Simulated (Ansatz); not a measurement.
Ansatz (a first-principles code) input:
A basis named .json is the Basis Set Exchange file of that set.

Ansatz 0.2 input:
```yaml
crystal:
  periodic: [false, false, false]
  atoms:
    - {symbol: C, position_ang: [2.99070287, 0.44918301, -0.04544697]}
    - {symbol: C, position_ang: [1.78581832, 0.45464715, -0.59844515]}
    - {symbol: C, position_ang: [0.72073489, -0.57125278, -0.33499246]}
    - {symbol: N, position_ang: [-0.50715313, 0.02595399, 0.17917494]}
    - {symbol: C, position_ang: [-0.38888164, 0.57173799, 1.52194387]}
    - {symbol: Si, position_ang: [-2.04441567, -0.41951894, -0.45525248]}
    - {symbol: H, position_ang: [3.72772305, 1.20837208, -0.27399783]}
    - {symbol: H, position_ang: [3.28536009, -0.32411226, 0.65568196]}
    - {symbol: H, position_ang: [1.50506389, 1.24685614, -1.28691285]}
    - {symbol: H, position_ang: [0.48658107, -1.08482763, -1.27246456]}
    - {symbol: H, position_ang: [1.11096698, -1.33287904, 0.35578551]}
    - {symbol: H, position_ang: [0.41148395, 1.31442323, 1.56985858]}
    - {symbol: H, position_ang: [-0.16852922, -0.20438354, 2.26863828]}
    - {symbol: H, position_ang: [-1.31883972, 1.06309466, 1.81029178]}
    - {symbol: H, position_ang: [-2.59797266, -1.70018992, 0.07395920]}
    - {symbol: H, position_ang: [-3.01386725, 0.64882298, -0.11716589]}
    - {symbol: H, position_ang: [-1.90632532, -0.56948163, -1.92271962]}
basis:
  gaussian:
    orbitals: aug-cc-pV_T+d_Z.json
    fitting: {mean_field: def2-universal-jkfit, correlation: aug-cc-pVTZ-RIFIT.json}
magnetization: {spin_polarized: true, initial_magnetization: 2}
correlation: {method: mp2, electrons: outside_noble_gas}
```

**Question.** Which total energy does the run end on?

**Answer.** -502.18755 Eh (RI-MP2/aug-cc-pV(T+d)Z). The basis has 538 functions.

This state (charge 0, triplet) is run at the relaxed geometry of the species with charge 0 and multiplicity 1, and is a spin state other than that species' own.
